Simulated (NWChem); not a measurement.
Species: BeSiH₄O; SMILES [SiH3][Be][OH]

```xyz
7

Be     0.6558     0.0441    -0.4567
O      1.7793     0.0694    -1.2787
H      2.5408     0.0873    -1.8431
Si    -1.0911     0.0039     0.8220
H     -1.9282    -1.2222     0.6033
H     -1.9911     1.1823     0.5917
H     -0.7299     0.0205     2.2784
```
Atoms are numbered in this order, from 1.

Coordinates come from a PBE0/def2-SVP optimisation. B3LYP is NWChem's, with the RPA form of VWN correlation.

 Unshifted, non-relativistic core excitations; the lowest 4 roots alone, so stronger bands may lie above.

List the first O K-edge excitations from B3LYP/def2-TZVP, restricted-window TDA (NWChem).


| state | energy (eV) | dipole oscillator strength | leading excitation (squared amplitude) |
|---|---|---|---|
| S1 | 518.6 | 0.0100 | 1s of atom 2 or its equivalents → LUMO (0.98) |
| S2 | 518.6 | 0.0100 | 1s of atom 2 or its equivalents → LUMO+1 (0.98) |
| S3 | 518.9 | 0.0022 | 1s of atom 2 or its equivalents → LUMO+2 (0.95) |
| S4 | 520.4 | 0.0133 | 1s of atom 2 or its equivalents → LUMO+3 (0.83) |
